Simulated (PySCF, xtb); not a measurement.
C5H7N, SMILES C#C/C=N/CC.

GFN2-xTB (xtb) at its own geometry gives an orbital gap of 3.04 eV and a dipole moment of 1.31 D.

Coordinates come from a B3LYP-D3(BJ)/def2-SVP optimisation. The structure was generated by enumeration; whether it is a known compound was not checked. The values are those of a single conformer.

Problem. What does M06-2X/def2-TZVP (PySCF) give? (An estimate is asked for; the answer gives what the named calculation found.)

Solution. gap 8.49 eV (levels -8.89 and -0.40 eV), dipole 1.42 D.
